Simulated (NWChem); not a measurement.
BaCl2 cation, doublet; SMILES of the neutral closed-shell parent [Ba]([Cl])[Cl]

```xyz
3

Ba     0.0000     0.0000    -0.9492
Cl     0.0000     1.3363     1.5633
Cl     0.0000    -1.3363     1.5633
```
Atoms are numbered in this order, from 1.

Computed with NWChem. Spin-unrestricted. In the optimisation the excess spin sits in b2 (C2v, its own frame). Coordinates come from a PBE0/def2-SVP, spin-unrestricted optimisation. The spin multiplicity was typed, not searched, and may not be the lowest. No stability test was run on the SCF state. def2 effective core potentials on Ba; no spin-orbit coupling. Level M06-2X/def2-SVP: energy and gradient on several grids; changes count from the extra-fine grid, which is no exact limit either.

Which is the coarsest grid (xfine; xcoarse; fine; coarse; medium) from which on the energy stays within 500 μHa and each gradient component within 500 μHa/bohr of xfine?

coarse.
```csv
grid,size of the energy change (μHa),largest change of a gradient component (μHa/bohr),"time, medium = 1 (rough)"
xcoarse,3000,200,0.4
coarse,10,200,about 1
medium,< 10,90,about 1
fine,< 10,60,about 1
xfine,< 10,< 30,2
```
